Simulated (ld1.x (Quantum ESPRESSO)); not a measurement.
How hard is this Gd (Z = 64) RRKJ potential?

gadolinium (Gd), norm-conserving RRKJ (Kleinman–Bylander form), made with ld1.x (Quantum ESPRESSO) 7.5 (LDA (PZ), non-relativistic). Core [Kr] 4d10, reference 4f7 5s2 5p6 5d1 6s2 6p0. Waves: 5p (bound): rc 2.10 bohr; 5d (bound): rc 2.70 bohr; 4f (bound): rc 1.15 bohr; 5s (bound): rc 1.45 bohr. Local part: the s channel. Core correction: none. rho0 = 0.02.

Occupied shells without a wave of their own: 6s. They enter only through the test configuration that unscreens the potential.

The pseudo-atom Hamiltonian at the reference potential is diagonalised in spherical Bessel functions j_l(qr) that vanish at 20 bohr, with q² up to the cutoff. All-electron valence levels (Ry): 5p -1.9568, 6p -0.1108, 5d -0.2545, 4f -0.9774, 5s -3.2161, 6s -0.2878.

Task: How do the lowest levels (Ry) of each channel move with the cutoff, and are there ghosts?

Result:

| cutoff (Ry) | p #1 | p #2 | p #3 | d #1 | f #1 | s #1 | s #2 | s #3 | Σ f·Δε (mRy) |
| --- | --- | --- | --- | --- | --- | --- | --- | --- | --- |
| 8 | -1.8999 | -0.1068 | 0.0456 | -0.1971 | 0.0950 | -2.6411 | -0.2238 | 0.0146 | 9190.0 |
| 25 | -12.4947 | -1.9514 | -0.1085 | -0.2545 | 0.0950 | -3.1803 | -0.2868 | 0.0031 | 7619.2 |
| 50 | -32.1748 | -1.9568 | -0.1110 | -0.2545 | 0.0950 | -3.2083 | -0.2897 | 0.0026 | 7524.9 |
| 100 | -36.5928 | -1.9568 | -0.1111 | -0.2545 | -0.0834 | -3.2155 | -0.2907 | 0.0024 | 6259.4 |
| 180 | -36.7325 | -1.9568 | -0.1111 | -0.2545 | -0.9754 | -3.2161 | -0.2908 | 0.0024 | 14.6 |
| 400 | -36.7416 | -1.9568 | -0.1111 | -0.2545 | -0.9774 | -3.2161 | -0.2908 | 0.0024 | 0.0 |

Result: ghost state, extra bound levels that the all-electron valence spectrum of the same l lacks: p at -499.9 eV (a true bound ghost makes a file unfit for plane-wave use); 10 mRy is reached at 230 Ry and 1 mRy at 300 Ry.
